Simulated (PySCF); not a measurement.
## Computed vibrations of [Pr(NH3)2]3+

[Pr(NH3)2]3+ (singlet in the valence; each metal's 4f electrons, 2 of them, lie in its core potential, out of spins and levels). PySCF 2.14.0, RKS BP86, Pr lcecp-1-SVP with ECP48, N def2-SVP, H def2-SVP; non-relativistic Hamiltonian with scalar-relativistic core potentials where named; density fitting; no spin-orbit coupling. Central differences of gradients.

```xyz
9

Pr    0.0000    0.0000    0.0000
N     0.0000    0.0000    2.5548
H     0.8154    0.4708    3.0195
H    -0.8154    0.4708    3.0195
H     0.0000   -0.9415    3.0195
N     0.0000    0.0000   -2.5548
H     0.8154   -0.4708   -3.0195
H    -0.8154   -0.4708   -3.0195
H     0.0000    0.9415   -3.0195
```

Run from Python with OMP_NUM_THREADS=2. Where DIIS fails, smearing, a level shift and second-order steps follow.
It took 36 s on 2 threads of Arm Neoverse V1, on a shared host.

(1) What are the harmonic wavenumbers and infrared intensities?

(2) Is this a minimum?

An lcecp potential fixes the number of 4f electrons, so in runs with it no electron can move into or out of that shell.

## Answers

(1) Modes are labelled in D3d; negative numbers are unstable modes, those under 60 cm⁻¹ near the noise; a finer grid moves soft modes by up to 10 cm⁻¹.
```tsv
cm⁻¹	km/mol	symmetry
-120	–	eu
-120	–	eu
65	0.0	a1u
330	0.0	a1g
334	57.6	a2u
602	160.0	eu
602	160.0	eu
625	0.0	eg
625	0.0	eg
1374	243.5	a2u
1376	0.0	a1g
1549	98.6	eu
1549	98.6	eu
1553	0.0	eg
1553	0.0	eg
3195	623.7	a2u
3203	0.0	a1g
3257	329.5	eu
3257	329.5	eu
3258	0.0	eg
3258	0.0	eg
```

(2) No: 2 unstable; the lowest moves the atoms so:
```
Pr  -0.01  0.08  0.00
N    0.03 -0.32  0.00
H    0.03 -0.36  0.03
H    0.03 -0.36  0.05
H    0.03 -0.35 -0.08
N    0.03 -0.32  0.00
H    0.03 -0.36  0.05
H    0.03 -0.36  0.03
H    0.03 -0.35 -0.08
```
